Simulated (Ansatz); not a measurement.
Coupled-cluster run, `CC1=CC(C)=[O+][B-](O)(Cl)O1`.

```yaml
crystal:
  periodic: [false, false, false]
  atoms:
    - {symbol: C, position_ang: [1.492029, -2.091458, -0.763895]}
    - {symbol: C, position_ang: [0.790259, -0.898161, -0.230160]}
    - {symbol: C, position_ang: [-0.267452, -0.290336, -0.892350]}
    - {symbol: C, position_ang: [-0.989001, 0.684449, -0.217211]}
    - {symbol: C, position_ang: [-2.260461, 1.245877, -0.736378]}
    - {symbol: O, position_ang: [-0.609289, 1.137747, 0.918882]}
    - {symbol: B, position_ang: [0.799694, 0.890382, 1.431571]}
    - {symbol: O, position_ang: [0.865314, 0.952831, 2.814167]}
    - {symbol: Cl, position_ang: [1.901898, 2.136017, 0.630801]}
    - {symbol: O, position_ang: [1.205416, -0.476428, 0.905682]}
    - {symbol: H, position_ang: [1.012090, -2.483637, -1.658247]}
    - {symbol: H, position_ang: [1.538427, -2.863872, 0.006454]}
    - {symbol: H, position_ang: [2.522960, -1.809975, -0.997419]}
    - {symbol: H, position_ang: [-0.604893, -0.661895, -1.847316]}
    - {symbol: H, position_ang: [-2.103916, 2.304759, -0.961597]}
    - {symbol: H, position_ang: [-2.600333, 0.731075, -1.632716]}
    - {symbol: H, position_ang: [-3.027086, 1.194173, 0.039375]}
    - {symbol: H, position_ang: [0.296843, 0.309951, 3.241956]}
basis:
  gaussian: {orbitals: def2-TZVPP}
correlation: {method: ccsd_t}
output: {orbitals: {seedname: orbitals}}
```

```sh
$ ansatz run in.yaml --threads 4 --pin off --events-out ev --progress --plain --max-ram 66560MiB --backend cuda --devices 0, --max-vram 37GiB
```

Log, shortened:

```
Functional definition: HF
2648 factors; integrals over basis functions are off by at most 1.5e-3 eV
mean field evaluation 1: about -24567.6029 eV, gradient 5.7e1 eV
mean field evaluation 2: about -24568.1140 eV, gradient 5.8e1 eV
mean field evaluation 4: about -24575.2356 eV, gradient 6.4e0 eV
mean field evaluation 8: about -24575.3645 eV, gradient 5.6e-1 eV
mean field -24575.36562837 eV, -903.1280290615 hartree, gradient 2.3e-6 eV, S^2 0.000000; 0 other end points of the search recorded, 0 dependent functions left out
14 core orbitals not correlated: weight in the atoms' cores, before any rotation towards them, 1.000 or more for the frozen orbitals, at most 0.000 for the correlated occupied ones
reference -24575.36562837 eV, -903.1280290615 hartree; 28, 28 occupied and 391, 391 virtual orbitals, 2648 factors
second order -48.94080464 eV of doubles, -0.00000000 eV of singles
cycle   1  -48.85871157 eV  change    8.2e-2 eV  update   1.7e-1
cycle   2  -50.02232834 eV  change    -1.2e0 eV  update   5.1e-2
cycle   3  -50.31051100 eV  change   -2.9e-1 eV  update   3.1e-2
cycle   4  -50.29519224 eV  change    1.5e-2 eV  update   1.0e-2
cycle   5  -50.28209299 eV  change    1.3e-2 eV  update   6.3e-3
cycle   6  -50.28671223 eV  change   -4.6e-3 eV  update   2.4e-3
cycle   7  -50.28688180 eV  change   -1.7e-4 eV  update   1.1e-3
cycle   8  -50.28624904 eV  change    6.3e-4 eV  update   4.3e-4
cycle   9  -50.28654995 eV  change   -3.0e-4 eV  update   2.0e-4
cycle  10  -50.28673040 eV  change   -1.8e-4 eV  update   8.4e-5
cycle  11  -50.28655879 eV  change    1.7e-4 eV  update   4.7e-5
cycle  12  -50.28661574 eV  change   -5.7e-5 eV  update   2.3e-5
perturbative correction -2.24708240 eV, -0.0825787552 hartree
Total energy: -24627.89932652 eV, -905.0586068599 hartree
```

It took 31 s on 4 threads of an AMD EPYC 7R13 on a shared host and a share of an NVIDIA H100 80 GB, with 0.9 GiB of host memory at the peak.

Correlation energy per correlated electron: -0.938 eV. T1 diagnostic: 0.0158.
